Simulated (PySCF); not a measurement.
Harmonic spectrum computed at PBE0 in the def2-SVP basis family (core potentials from Rb on, PySCF, no spin–orbit coupling):

| symmetry | ω (cm⁻¹) | IR (km/mol, summed over degenerate members) |
| --- | --- | --- |
| e' | 49 | 2.7 |
| a2'' | 69 | 2.6 |
| a1' | 148 | 0.0 |
| e' | 232 | 83.5 |

Task: Which molecule gave it? In each, all ligands are bound to the one heavy central atom.
A. InI₃ (singlet)
B. SbI₃ (singlet)
C. AsI₃ (singlet)
D. PbI₃ (doublet)

Result: A. It has D3h symmetry with In–I 2.658 Å (×3).
